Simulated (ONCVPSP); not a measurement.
**What one change does to a pseudopotential (silver, ONCV)**

ONCVPSP 4.0.1 input, shortened (lines: element, Z, core and valence counts, functional; n l f; lmax; l rc ep ncon nbas qcut; lloc lpopt rc5 dvloc0; l nproj debl; icmod fcfact rcfact), PBEsol, scalar-relativistic:

```
  Ag 47.00    8    2  -116133      upf
    1    0    2.00
    2    0    2.00
    2    1    6.00
    3    0    2.00
    3    1    6.00
    3    2   10.00
    4    0    2.00
    4    1    6.00
    4    2   10.00
    5    0    1.00
    2
    0    2.35    0.00    4    7    2.70
    1    2.10    0.04    4    7    3.50
    2    1.90    0.00    3    8    7.90
    2    5    1.90    0.00
    0    3    2.30
    1    2    3.80
    2    0    1.30
    2    0.45    0.85
```

All-electron outer shells of the reference configuration (PBEsol, scalar-relativistic, ld1.x):

| shell | level (eV) | outermost node (bohr) | outermost maximum (bohr) |
| --- | --- | --- | --- |
| 4p | -58.51 | 0.44 | 0.87 |
| 4d | -7.45 | 0.43 | 1.04 |
| 5s | -4.42 | 1.11 | 2.49 |

Change: core correction Teter function fitted to the true core (icmod 2), fcfact 1.04.

Cutoffs: the cutoffs (Ha) at which the residual kinetic energy of the hardest occupied pseudo-wave falls to 1 and 0.1 mHa per electron; they do not see the model core or the augmentation charge, which bear on the density cutoff. Errors are all-electron minus pseudo energies relative to the spin-unpolarised reference configuration.

Problem. What does the change do?

Solution. The potential gets neither clearly harder nor softer (23 Ha and 26 Ha → 23 Ha and 26 Ha); of the 4 tests that both files solve, the error grows in 0 and shrinks in 3 by more than 15 % and 0.3 meV (median size 46.0 → 38.5 meV); neither file shows a bound ghost. A model core, the more so a compact one, raises the density cutoff, which this test does not measure.

| quantity | base | changed |
| --- | --- | --- |
| cutoff, loose | 23 Ha | 23 Ha |
| cutoff, tight | 26 Ha | 26 Ha |
| bound ghosts | none | none |
| GHOST(+) flags under 300 eV | s at 67.8 eV, p at 86.2 eV | s at 67.8 eV, p at 86.2 eV |
| error for 4d10 5s0, meV [ΔE 7.75 eV] | -4.5 | -3.7 |
| error for 4d9 5s0, meV [ΔE 29.86 eV] | -34 | -22 |
| error for 4d8 5s0, meV [ΔE 66.04 eV] | -271 | -224 |
| error for 4d9 5s1, meV [ΔE 13.16 eV] | -58 | -55 |
| s: phases at 2.39 bohr within 0.05 rad from the reference energy up to (Ha; the scan ends near 5) | to the end of the scan | to the end of the scan |
| p: phases at 2.13 bohr within 0.05 rad from the reference energy up to (Ha; the scan ends near 5) | 2.9 | 2.9 |
| d: phases at 1.93 bohr within 0.05 rad from the reference energy up to (Ha; the scan ends near 5) | 1.0 | 1.0 |
| rms error of d²Exc/dni dnj with the model core, mHa | 1.01 | 0.83 |
